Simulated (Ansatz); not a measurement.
Relaxation of Cl$_{4}$FTi (6 atoms, charge 0, multiplicity 2), to a largest force component of 0.03 eV/Å in at most 50 steps.

Method: UKS PBE/def2-SVP in Ansatz.

```xyz
6
Properties=species:S:1:pos:R:3:forces:R:3
Ti 0.005 0.000 -0.096 0.02 0.00 1.23
F 0.022 0.000 1.694 -0.01 0.00 -1.14
Cl 2.055 0.000 -0.816 -0.01 0.00 -0.02
Cl -1.029 1.781 -0.791 0.00 -0.01 -0.02
Cl -1.029 -1.781 -0.791 0.00 0.01 -0.02
Cl -0.022 0.000 4.393 0.00 0.00 -0.03
```

Q: Where does it end, and by what steps?

A: It converged. After 4 steps the energy has fallen by 0.028 eV; Cl6 moved furthest, 0.04 Å.

```
step  energy less start (eV)  largest force component (eV/Å)  accepted
   0                  0.0000                           1.231       yes
   1                 -0.0228                           0.559       yes
   2                 -0.0282                           0.048       yes
   3                 -0.0281                           0.028        no
   4                 -0.0283                           0.005       yes
```

```xyz
6
Properties=species:S:1:pos:R:3
Ti 0.006 0.000 -0.073
F 0.023 0.000 1.671
Cl 2.054 0.000 -0.807
Cl -1.028 1.780 -0.778
Cl -1.028 -1.780 -0.778
Cl -0.025 0.000 4.357
```

Whether the end is a true minimum wasn't checked by a vibrational analysis.

The run took 52 s on 4 threads of Arm Neoverse V2 (shared host), peak memory 0.33 GiB.
